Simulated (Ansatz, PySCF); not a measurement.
Gas-phase reaction (SMILES): F[Si](F)(F)F + 3 [SiH4] (SiH4) -> 4 F[SiH3] [fluorosilane]; bond separation energy.

Structures are relaxed separately at B3LYP-D3(BJ)/def2-TZVP in Ansatz (a first-principles code). Cores are frozen in the correlated levels unless marked. No spin-orbit coupling. No relativistic terms. CBS(X,Y): correlation extrapolated as X^-3; Hartree-Fock from the larger set. The bracket is a focal-point correction in the basis named. Thermal terms are rigid-rotor harmonic-oscillator values from B3LYP-D3(BJ) frequencies (Ansatz or PySCF) at 298.15 K and 1 atm. 1 Eh = 627.5095 kcal/mol.

| species | E, RI-MP2/CBS(aug-cc-pV(T+d)Z,aug-cc-pV(Q+d)Z)+[CCSD(T)-MP2]/aug-cc-pV(T+d)Z (Ansatz) (Eh) | E, B3LYP-D3(BJ)/def2-TZVPD (Ansatz + dftd3) (Eh) | H - E (Eh) | G - E (Eh) |
|---|---|---|---|---|
| F[Si](F)(F)F | -688.52919 | -689.36419 | 0.01842 | -0.01381 |
| F[SiH3] | -390.72052 | -391.27436 | 0.03157 | 0.00450 |
| [SiH4] (SiH4) | -291.46108 | -291.91976 | 0.03520 | 0.01198 |

Q: Work out ΔE and ΔH, ΔG, ΔS and the equilibrium constant at 298.15 K at the first level, then ΔH at the second.

A: 
1. ΔE = [4×(-390.72052)] - [(-688.52919) + 3×(-291.46108)] = 0.03035 Eh = 19.0 kcal/mol at RI-MP2/CBS(aug-cc-pV(T+d)Z,aug-cc-pV(Q+d)Z)+[CCSD(T)-MP2]/aug-cc-pV(T+d)Z.
2. The terms H - E add up to 0.00226 Eh, so ΔH = (0.03035 + (0.00226))×627.5095 = 20.5 kcal/mol.
3. The terms G - E add up to -0.00413 Eh, so ΔG = 16.5 kcal/mol, and ΔS = (0.00226 - (-0.00413))×627509.5/298.15 = 13.4 cal/(mol K).
4. log10 K = -ΔG/(RT ln 10) = -12.1, with RT ln 10 = 1.3642 kcal/mol.
5. At B3LYP-D3(BJ)/def2-TZVPD the same steps give ΔE = 16.3 and ΔH = 17.8 kcal/mol, a shift of -2.7 from the first level.
6. These values are not checked against measurement here, since the tables used lack a sound gas-phase enthalpy of formation for at least one species.
